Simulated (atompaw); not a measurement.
## zirconium PAW (atompaw): all-electron and pseudo phase curves

```json
{"Element": "Zr", "Generator": "atompaw 4.2.0.5", "Type": "PAW", "Functional": "LDA (PW92)", "Relativity": "scalar-relativistic", "Frozen core": "[Ar] 3d10", "Valence charge": "12", "Reference configuration": "4s2 4p6 4d2 5s2 5p0", "Partial waves": "4s (bound): rc 2.15 bohr; 5s (bound): rc 2.05 bohr; 4p (bound): rc 1.65 bohr; 5p (bound, empty): rc 2.65 bohr; 4d (bound): rc 2.25 bohr; 4d channel at 0.75 Ry: rc 2.25 bohr", "Local potential": "bessel scheme, radius 2.00 bohr", "Core correction": "smooth core density matched at 2.40 bohr", "Augmentation charge": "besselshape compensation charge, radius 2.05 bohr; PAW radius 2.65 bohr; waves and projectors: custom rrkj gramschmidtortho"}
```

The phase is arctan(r·u′/u) with u = r·R(r), unwrapped; energies in Ry, scanned from -6 to 5 Ry. A pole is an energy at which the radial function vanishes at the test radius. The pseudo phase is shifted by a multiple of π to meet the all-electron one at the reference energy, and phase errors are pseudo minus all-electron; the curves can meet again beyond the range given. Levels narrower than the energy grid can be missing from the lists of poles.

```csv
channel,radius (bohr),reference energy (Ry),"poles, all-electron","poles, pseudo",unbroken range about the reference energy with phases within 0.05 rad,phase error 1 Ry above the reference energy (rad)
s,2.65,-0.34,"-3.94, 2.95","-3.94, 2.96",the whole range,+0.000
p,2.65,-0.11,"-2.23, 4.16","-2.23, 3.38",below 0.9,-0.046
d,2.65,-0.27,0.41,0.41,the whole range,-0.000
```

Phases in the d channel:

```json
{"E (Ry)": "-6.00", "all-electron": "1.413", "pseudo": "1.413"}
{"E (Ry)": "-5.52", "all-electron": "1.406", "pseudo": "1.406"}
{"E (Ry)": "-5.04", "all-electron": "1.398", "pseudo": "1.398"}
{"E (Ry)": "-4.56", "all-electron": "1.389", "pseudo": "1.389"}
{"E (Ry)": "-4.08", "all-electron": "1.377", "pseudo": "1.377"}
{"E (Ry)": "-3.60", "all-electron": "1.363", "pseudo": "1.363"}
{"E (Ry)": "-3.12", "all-electron": "1.345", "pseudo": "1.345"}
{"E (Ry)": "-2.64", "all-electron": "1.321", "pseudo": "1.321"}
{"E (Ry)": "-2.16", "all-electron": "1.287", "pseudo": "1.287"}
{"E (Ry)": "-1.68", "all-electron": "1.232", "pseudo": "1.232"}
{"E (Ry)": "-1.20", "all-electron": "1.123", "pseudo": "1.123"}
{"E (Ry)": "-0.72", "all-electron": "0.764", "pseudo": "0.764"}
{"E (Ry)": "-0.24", "all-electron": "-0.910", "pseudo": "-0.910"}
{"E (Ry)": "0.24", "all-electron": "-1.499", "pseudo": "-1.499"}
{"E (Ry)": "0.72", "all-electron": "-1.660", "pseudo": "-1.660"}
{"E (Ry)": "1.20", "all-electron": "-1.764", "pseudo": "-1.764"}
{"E (Ry)": "1.68", "all-electron": "-1.877", "pseudo": "-1.877"}
{"E (Ry)": "2.16", "all-electron": "-2.063", "pseudo": "-2.062"}
{"E (Ry)": "2.64", "all-electron": "-2.522", "pseudo": "-2.516"}
{"E (Ry)": "3.12", "all-electron": "-3.591", "pseudo": "-3.575"}
{"E (Ry)": "3.60", "all-electron": "-4.219", "pseudo": "-4.210"}
{"E (Ry)": "4.08", "all-electron": "-4.441", "pseudo": "-4.435"}
{"E (Ry)": "4.56", "all-electron": "-4.548", "pseudo": "-4.542"}
```
